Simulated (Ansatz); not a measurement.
A trace of molecular dynamics of CH4ClFGe (8 atoms, charge 0, multiplicity 1).

Method: RHF/def2-SVP (Ansatz).

* ensemble: NVE (Milne-controlled integrator)
* starting velocities drawn for: 400 K
* seed: 438800

```
time (fs)      T (K)  potential energy less start (eV)  conserved less start (meV/atom)
      0.0        400                             0.000                             0.00
      5.0        624                             0.193                            45.83
     10.0        155                             0.430                            29.96
     15.0      14421                             3.602                          1809.45
     20.0       1206                             6.109                           841.86
     25.0      12061                             4.191                          1654.37
     30.0       2662                             4.214                           746.02
     35.0  289528914                            22.881                      28071201.67
     40.0  199634525                            24.596                      19356604.53
     45.0   31770510                            23.942                       3082946.05
     50.0  200842020                            29.282                      19474250.86
     55.0  199650767                            24.906                      19358217.86
     60.0   31883726                            21.490                       3093615.22
     65.0  201033839                            26.194                      19492460.81
     70.0  199704721                            29.249                      19363991.41
     75.0   31882538                            29.698                       3094526.14
     80.0  200990946                            29.959                      19488773.23
     85.0  199703734                            30.033                      19363993.73
     90.0   31882354                            30.026                       3094549.29
     95.0  200990240                            30.134                      19488726.65
    100.0  199703614                            30.291                      19364014.35
```

Q: Is this trajectory sound?

A: The conserved energy changed by up to 2.8e+07 meV per atom, so the integration failed: the time step of 2.5 fs is too long for the fastest motions that this run met, and the later frames carry no physical meaning.

Run time: 5.8 min on 1 thread of Arm Neoverse V1, with other jobs on the host, peak memory 0.23 GiB.
